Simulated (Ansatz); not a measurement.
```yaml
crystal:
  periodic: [false, false, false]
  atoms:
    - {symbol: C, position_ang: [-0.493034, 0.588915, -0.935791]}
    - {symbol: C, position_ang: [0.380795, -0.239574, -0.009417]}
    - {symbol: Ga, position_ang: [-0.205713, -0.425896, 1.895354]}
    - {symbol: H, position_ang: [-1.504539, 0.181192, -1.006212]}
    - {symbol: H, position_ang: [-0.086344, 0.628293, -1.951327]}
    - {symbol: H, position_ang: [-0.588959, 1.619091, -0.583833]}
    - {symbol: H, position_ang: [1.400148, 0.163095, 0.047986]}
    - {symbol: H, position_ang: [0.488050, -1.269557, -0.372986]}
    - {symbol: H, position_ang: [0.698095, -1.291959, 2.899126]}
basis:
  gaussian: {orbitals: def2-TZVP}
magnetization: {spin_polarized: true, initial_magnetization: 1}
hamiltonian: {xc: {name: HF}}
correlation: {method: mp2, frozen_orbitals: {C: 9}}
accuracy: high
scf: {lower_state_search: light}
```

```sh
$ ansatz run in.yaml --threads 4 --pin off --events-out ev --progress --plain --max-ram 10444MiB
```

It prints (some lines left out):

```
Functional definition: HF
Error: "frozen_orbitals" has no count for Ga
```

(1) Something in this input is off. What?

Answers

(1) Frozen orbitals are typed for one element alone, and the program wants a count for each. The input was rejected before any iteration.
